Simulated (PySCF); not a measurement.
Ta(O)(OH)(NH2)2 (H5N2O2Ta), SMILES [NH2][Ta]([NH2])(=[O])[OH], multiplicity 1.

Geometry: PBE0-D3(BJ)/def2-SVP. The multiplicity is an assumed one; no other spin state was optimised. The structure was generated by enumeration; whether it is a known compound was not checked. The def2 effective core potentials stand for the cores of Ta; spin–orbit coupling is left out. The values are those of a single conformer.

Two levels are set side by side: TDDFT-PBE/def2-SVPD (PySCF) and TDDFT-LC-ωPBE/def2-SVPD (PySCF). Vertical, same geometry. The lowest singlet is HOMO→LUMO 95 % with PBE and HOMO→LUMO+1 90 % with the other functional; states are paired by order. Differences are taken from unrounded values.

```
quantity                              TDDFT-LC-ωPBE
------------------------------------  -------------
lowest singlet excitation (eV)                 6.33
lowest triplet excitation (TDA) (eV)           5.86
```

**Question.** What does TDDFT-PBE give, and how far is it from TDDFT-LC-ωPBE? (Estimate from the structure and the level; the computed values follow.)

**Answer.** 
```
quantity                              TDDFT-PBE  TDDFT-PBE minus TDDFT-LC-ωPBE
------------------------------------  ---------  -----------------------------
lowest singlet excitation (eV)             5.04                          -1.29
lowest triplet excitation (TDA) (eV)       4.75                          -1.10
```

Functionals without exact exchange tend to place singlet excitations lower, as here. Differences between two approximate levels are no errors against the true value.

Rough cost on one machine, each run with all the roots and properties that it gave: TDDFT-LC-ωPBE against TDDFT-PBE about 20 times.
